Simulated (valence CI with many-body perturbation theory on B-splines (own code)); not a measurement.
# Sensitivity of CI+MBPT for Re V

Computed by relativistic CI+MBPT: three valence electrons over a frozen Dirac-Fock core [Xe] 4f14, a basis of 6 s, 6 p, 5 d, 5 f, 1 g functions for each j, with the one-electron correlation potential Σ1, the two-electron term Σ2, the three-electron term Σ3, Breit, model QED; selected CI, second order for the rest, scaled by the run's own slope (own B-spline code, finite nucleus).

Set against measurement, 20 paired levels are off by 769 cm⁻¹ on average, the worst by 1967. Only levels of the ground parity were solved; by the run's estimate the other parity begins above the list, which can be wrong where configurations are misplaced.

The reference run has the lowest level 5d3 4F_3/2 and an ionisation energy of 53.5009 eV. Its largest variational space holds 4871 state functions.

Names give the largest LS component (configuration and term), which can be under half, so a name can repeat, a term be missing and a line seem to break the LS rules; names also repeat where a configuration has a term twice. Letters in brackets count levels of one name in rising energy.

| Level | Reference (cm⁻¹) | Shift (cm⁻¹) |
| --- | --- | --- |
| 5d3 4F_5/2 | 4709 | +9.0 |
| 5d3 4F_7/2 | 8861 | +7.1 |
| 5d3 4F_9/2 | 11960 | -3.2 |
| 5d3 4P_3/2 | 13091 | -53 |
| 5d3 4P_1/2 | 14950 | -45 |
| 5d3 2G_7/2 | 19399 | -27 |
| 5d3 2H_9/2 | 20192 | -23 |
| 5d3 4P_5/2 | 21461 | -24 |
| 5d3 2D_3/2 [a] | 23880 | -40 |
| 5d3 2P_1/2 | 24429 | -73 |
| 5d3 2H_11/2 | 27444 | -38 |
| 5d3 2D_5/2 [a] | 29671 | -51 |

The ionisation energy moves by +0.0014 eV.

Which of these changes was made?
A. shift of the energy in Σ1 (hartree) 0 → -0.408
B. orbitals per symmetry with explicit Σ2 and valence Breit (the others get mean screening factors) 5 → 2
C. averaging of valence orbitals over low configurations on → off
D. scale of Σ2 1 → 3

C. averaging of valence orbitals over low configurations on → off.
